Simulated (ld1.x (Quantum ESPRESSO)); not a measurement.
## Cr (Z = 24) ultrasoft: all-electron and pseudo phase curves

chromium (Cr), ultrasoft, made with ld1.x (Quantum ESPRESSO) 7.5 (PBEsol, fully relativistic). Core [Ar], reference 3d5 4s0.75 4p0.25. Waves: 4s (bound): rcut 2.10, rcutus 2.45 bohr; 4s channel at 3 Ry: rcut 2.10, rcutus 2.45 bohr; 4p (bound): rcut 2.40, rcutus 3.15 bohr; 4p channel at 4.9 Ry: rcut 2.40, rcutus 3.15 bohr; 3d (bound): rcut 1.60, rcutus 1.90 bohr; 3d channel at 4.1 Ry: rcut 1.60, rcutus 1.90 bohr. Local part: all-electron potential smoothed inside 2.00 bohr (lloc = -1). Core correction: a·sin(br)/r model core inside 1.05 bohr. Augmentation charge: PSQ, inside the norm-conserving radii.

Open shells are filled in proportion to 2j + 1 (rel_dist='average').

The phase is arctan(r·u′/u) with u = r·R(r), unwrapped; energies in Ry, scanned from -2 to 5 Ry. A pole is an energy at which the radial function vanishes at the test radius. The pseudo phase is shifted by a multiple of π to meet the all-electron one at the reference energy, and phase errors are pseudo minus all-electron; the curves can meet again beyond the range given. Levels narrower than the energy grid can be missing from the lists of poles.

| channel | radius (bohr) | reference energy (Ry) | poles, all-electron | poles, pseudo | unbroken range about the reference energy with phases within 0.05 rad | phase error 1 Ry above the reference energy (rad) |
| --- | --- | --- | --- | --- | --- | --- |
| s | 3.42 | -0.31 | 0.49, 4.96 | 0.49, 4.46 | below 4.5 | -0.000 |
| p1/2 | 3.42 | -0.09 | 1.14 | 1.12 | below 2.6 | -0.005 |
| p3/2 | 3.42 | -0.09 | 1.16 | 1.14 | below 2.7 | -0.005 |
| d3/2 | 3.42 | -0.25 | -0.17, 2.39 | -0.17, 2.42 | below 0.7 | +0.050 |
| d5/2 | 3.42 | -0.24 | -0.16, 2.40 | -0.16, 2.42 | below 0.8 | +0.050 |

Phases in the s channel:

```tsv
E (Ry)	all-electron	pseudo
-2.00	1.326	1.326
-1.52	1.268	1.268
-1.04	1.137	1.137
-0.56	0.541	0.541
-0.08	-1.216	-1.217
0.40	-1.542	-1.542
0.88	-1.666	-1.667
1.36	-1.777	-1.778
1.84	-1.970	-1.972
2.32	-2.736	-2.740
2.80	-4.163	-4.163
3.28	-4.483	-4.483
3.76	-4.594	-4.596
4.24	-4.654	-4.660
4.72	-4.695	-7.824
```
